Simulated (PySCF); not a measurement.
PySCF input file for Zn(NH2)(OSiH3) (H5NOSiZn), SMILES [NH2][Zn][O][SiH3], B3LYP/pcSseg-1. Geometry: PBE0-D3(BJ)/def2-SVP. The structure was generated by enumeration; whether it is a known compound was not checked. The values are those of a single conformer.

```python
import numpy as np
from pyscf import gto, scf, dft
from pyscf.prop.nmr import rks as nmr

mol = gto.M(
    atom='''
    Zn   -0.36559553    0.44263448    0.59518909
    N    -1.31555111    1.10520361    1.98680767
    H    -1.07633701    0.73853487    2.90543466
    H    -2.32822116    1.05402308    1.90067914
    O     0.63964031    0.01012231   -0.79342377
    Si    1.06080733   -1.27101581   -1.72239321
    H    -0.12903900   -1.90271834   -2.38765314
    H     1.73400480   -2.35123221   -0.92428383
    H     2.00789117   -0.84082445   -2.79660806
    ''',
    basis='pcSseg-1',
    charge=0,
    spin=0,
    max_memory=1600,
    verbose=3,
)
mf = dft.RKS(mol, xc='b3lyp')
mf.grids.level = 3
mf.conv_tol = 1e-10
mf.max_cycle = 100
mf.kernel()
n = nmr.NMR(mf)
n.verbose = 2
n.max_cycle_cphf = 60
sigma = n.kernel()
print('atom   isotropic/ppm   span/ppm')
for i, s in enumerate(sigma):
    w = np.linalg.eigvalsh((s + s.T) / 2)
    print(f'{mol.atom_symbol(i):2s}{i + 1:3d} {w.mean():14.3f} {w[2] - w[0]:11.3f}')
```

Program output:

```
converged SCF energy = -2201.79425602979
atom   isotropic/ppm   span/ppm
Zn  1       1589.195    1347.796
N   2        290.680      71.857
H   3         32.137      22.701
H   4         32.137      22.700
O   5        332.220     104.018
Si  6        382.936     152.591
H   7         26.272       8.649
H   8         26.272       8.641
H   9         26.332       8.652
```

Self-consistency was reached.

Cost: roughly 40 core-seconds.
